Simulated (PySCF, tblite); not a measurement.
Isomers of C4H4FN2O (doublet state), one GFN2-xTB conformer each. Single-point energies are computed at B3LYP/pcH-1 (PySCF, gas phase, no added dispersion term), electronic only. GFN2-xTB treats the open shell by occupation alone, and not every SCF solution was tested for stability.

Question: Rank them by B3LYP/pcH-1 energy, lowest first (kcal/mol).
A. `[F:1][CH:2][O:3][c:4]1[cH:5][cH:6][n:7][nH:8]1` (doublet state) with F1–C2–O3–C4 -26°, C2–O3–C4–C5 9°
B. `[F:1][CH2:2][O:3][C:4]1=[CH:5][CH:6]=[N:7][N:8]1` (doublet state) with F1–C2–O3–C4 -74°, C2–O3–C4–C5 161°

Answer: A (0.0), B (3.4).

Neighbours under 5.0 kcal/mol apart (F[CH]Oc1ccn[nH]1 and FCOC1=CC=N[N]1) can change places with a better method, another conformer or zero-point energy. GFN2-xTB itself gives, in the same order: 1.0, 0.0. GFN2-xTB puts FCOC1=CC=N[N]1 lowest instead.

Q: What happens when harmonic zero-point energies from GFN2-xTB frequencies are added?

A: 
```csv
SMILES,ZPE (kcal/mol),electronic (kcal/mol),with ZPE (kcal/mol)
F[CH]Oc1ccn[nH]1,50.1,0.0,0.0
FCOC1=CC=N[N]1,49.8,3.4,3.1
```

The zero-point energies span 0.3 kcal/mol. The order is unchanged.
